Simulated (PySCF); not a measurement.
A side-by-side comparison of computed properties.

First species: C6H9NO.
SMILES: `CCOC/C=C\C#N`

Second species: C6H9NO.
SMILES: `C=CC(=O)N(C)C=C`

Levels: PBE0/def2-SVPD for dipole moment, HOMO energy, LUMO energy, HOMO–LUMO gap, static isotropic polarisability and electronic spatial extent ⟨r²⟩ about the centre of nuclear charge; TDDFT PBE0/def2-SVPD for lowest singlet excitation; TDA PBE0/def2-SVPD for lowest triplet excitation (Tamm–Dancoff); GFN2-xTB for rotational constant A and rotational constant C. Geometries: GFN2-xTB. Each species is one conformer at its optimised geometry, gas phase, non-relativistic unless stated; the electronic structure was computed with PySCF and density fitting.

The conformers computed, where there is a choice (atom-mapped SMILES and torsion angles):
- `[CH3:1][CH2:2][O:3][CH2:4]/[CH:5]=[CH:6]\[C:7]#[N:8]`: C1–C2–O3–C4 -177°, C2–O3–C4–C5 -71°, O3–C4–C5–C6 139°
- `[CH2:1]=[CH:2][C:3](=[O:4])[N:5]([CH3:6])[CH:7]=[CH2:8]`: C1–C2–C3–O4 -35°, C2–C3–N5–C6 172°, C3–N5–C7–C8 175°

Problem. Which of the two has the higher rotational constant C, and by how much?

Solution. The second: 1.083 GHz against 0.864 GHz, a difference of 0.219 GHz.

Problem. Which of the two has the higher HOMO energy, and by how much?

Solution. The second: -6.69 eV against -7.93 eV, a difference of 1.24 eV.

Problem. Which has the higher HOMO–LUMO gap?

Solution. The first: 6.26 eV against 5.42 eV, a difference of 0.84 eV.

Problem. Which of the two has the higher rotational constant A, and by how much?

Solution. The first: 4.487 GHz against 3.602 GHz, a difference of 0.885 GHz.

Problem. Which of the two has the higher dipole moment, and by how much?

Solution. The first: 3.35 D against 2.50 D, a difference of 0.85 D.

Problem. Which has the higher LUMO energy?

Solution. The second: -1.27 eV against -1.67 eV, a difference of 0.40 eV.

Problem. Which of the two has the higher static isotropic polarisability, and by how much?

Solution. The second: 89.3 au against 82.2 au, a difference of 7.1 au.

Problem. Which has the higher ⟨r²⟩?

Solution. The first: 1360 bohr² against 1090 bohr², a difference of 270 bohr².

On the first: The vertical singlet–triplet gap S1 − T1 is 1.34 eV (TDDFT singlet less Tamm–Dancoff triplet; S1: HOMO→LUMO, weight 0.98; T1: HOMO−1→LUMO, weight 0.92). No computed singlet falls in the visible range (750 to 380 nm, 1.65 to 3.26 eV); S1 lies 1.75 eV above its blue end.

On the second: S1 lies 0.81 eV below the HOMO–LUMO gap; its leading configuration is HOMO−1→LUMO, weight 0.64. The vertical singlet–triplet gap S1 − T1 is 0.99 eV (TDDFT singlet less Tamm–Dancoff triplet; S1: HOMO−1→LUMO, weight 0.64; T1: HOMO→LUMO, weight 0.79).
